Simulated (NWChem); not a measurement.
System: hydrogen sulfate (HSO4 anion); SMILES [O-]S(O)(=O)=O

Input file for NWChem:

```
start job
memory heap 200 mb stack 900 mb global 1100 mb
charge -1
geometry units angstroms noautosym nocenter noautoz
  O     -0.063529    -1.287643    -0.823386
  S      0.006026     0.172005     0.076375
  O      0.054943    -0.342402     1.478533
  O     -1.244229     0.874554    -0.295562
  O      1.249813     0.826501    -0.394394
  H      0.009116    -1.967039    -0.139946
end
basis spherical
  O library aug-cc-pvdz
  S library aug-cc-pvdz
  H library aug-cc-pvdz
end
dft
  xc pbe0
  iterations 150
end
cosmo
  do_cosmo_smd true
  solvent benzene
end
task dft energy
```

The geometry was optimised at B3LYP/def2-SVPD. No frequency run checked for a minimum. Solvent: benzene.

Level: PBE0/aug-cc-pVDZ with SMD (1 M gas to 1 M solution), gas-phase geometry. Reactions with the solvent are ignored.

**Question.** What results follow from this input? (PBE0/aug-cc-pVDZ, SMD on the gas-phase geometry.) Quantities: solvation free energy (kcal/mol); cavity-dispersion-structure term (kcal/mol).

**Answer.** 
```yaml
solvation free energy (kcal/mol): -32.4
cavity-dispersion-structure term (kcal/mol): -2.6
```
